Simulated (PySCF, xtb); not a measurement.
# Ranking isomers of C6H2I2OS

9 gas-phase structures of C6H2I2OS, from a drawn sample of its isomers (lower ones may exist). Each was relaxed with GFN2-xTB:

A. `Ic1cc2c(I)csc2o1`, a singlet
B. `Ic1oc2sccc2c1I`, a singlet
C. `O=C1C(I)=CC(=S)C=C1I`, a singlet
D. `Ic1oc2ccsc2c1I`, a singlet
E. `Ic1cc2c(I)coc2s1`, a singlet
F. `Ic1cc2sc(I)cc2o1`, a singlet
G. `Ic1csc2c(I)coc12`, a singlet
H. `Ic1cc2scc(I)c2o1`, a singlet
I. `Ic1sc2occc2c1I`, a singlet

Make a reasoned guess at their ranking by r2SCAN-D4/def2-SVP single-point energy.

Calculated order at r2SCAN-D4/def2-SVP: G (0.0), H (4.5), D (6.7), F (6.8), C (9.0), I (15.3), A (17.5), E (17.9), B (21.9) kJ/mol. Less than 1 kcal/mol parts H and D; D and F; F and C; I and A; A and E; E and B, so the order within those pairs means little.

Energies above the lowest of each column, in kJ/mol; the last columns are at PBE0-D3(BJ)/def2-SVP geometries and were run for some of them only (a dash: not run or not comparable):

```json
{"structure": "G", "GFN2-xTB": "1.6", "HF/STO-3G": "1.7", "r2SCAN-D4/def2-SVP": "0.0", "PBE0-D3(BJ)/def2-SVP": "0.0", "PBE0-D4/def2-TZVP": "0.0"}
{"structure": "H", "GFN2-xTB": "0.0", "HF/STO-3G": "0.0", "r2SCAN-D4/def2-SVP": "4.5", "PBE0-D3(BJ)/def2-SVP": "5.3", "PBE0-D4/def2-TZVP": "3.4"}
{"structure": "D", "GFN2-xTB": "2.3", "HF/STO-3G": "1.7", "r2SCAN-D4/def2-SVP": "6.7", "PBE0-D3(BJ)/def2-SVP": "6.0", "PBE0-D4/def2-TZVP": "4.1"}
{"structure": "F", "GFN2-xTB": "6.2", "HF/STO-3G": "2.1", "r2SCAN-D4/def2-SVP": "6.8", "PBE0-D3(BJ)/def2-SVP": "–", "PBE0-D4/def2-TZVP": "–"}
{"structure": "C", "GFN2-xTB": "110.4", "HF/STO-3G": "218.1", "r2SCAN-D4/def2-SVP": "9.0", "PBE0-D3(BJ)/def2-SVP": "26.0", "PBE0-D4/def2-TZVP": "37.3"}
{"structure": "I", "GFN2-xTB": "15.0", "HF/STO-3G": "12.5", "r2SCAN-D4/def2-SVP": "15.3", "PBE0-D3(BJ)/def2-SVP": "–", "PBE0-D4/def2-TZVP": "–"}
{"structure": "A", "GFN2-xTB": "6.7", "HF/STO-3G": "2.7", "r2SCAN-D4/def2-SVP": "17.5", "PBE0-D3(BJ)/def2-SVP": "–", "PBE0-D4/def2-TZVP": "–"}
{"structure": "E", "GFN2-xTB": "15.5", "HF/STO-3G": "8.4", "r2SCAN-D4/def2-SVP": "17.9", "PBE0-D3(BJ)/def2-SVP": "–", "PBE0-D4/def2-TZVP": "–"}
{"structure": "B", "GFN2-xTB": "10.2", "HF/STO-3G": "5.4", "r2SCAN-D4/def2-SVP": "21.9", "PBE0-D3(BJ)/def2-SVP": "–", "PBE0-D4/def2-TZVP": "–"}
```

PBE0-D4/def2-TZVP has D and G and H within 1 kcal/mol of each other at the bottom, and every level picks one of them. Frequencies (GFN2-xTB) were run for C, D, G, H alone. Atoms past krypton carry core potentials in the def2 sets, without spin–orbit terms.

Over these structures GFN2-xTB departs from r2SCAN-D4/def2-SVP by 20.8 kJ/mol on average once a common shift is removed. A GFN2-xTB relaxation took about 0.086 s and the r2SCAN-D4/def2-SVP energy about 16 s on a shared host (PySCF 2.14.0, xtb 6.7.1).
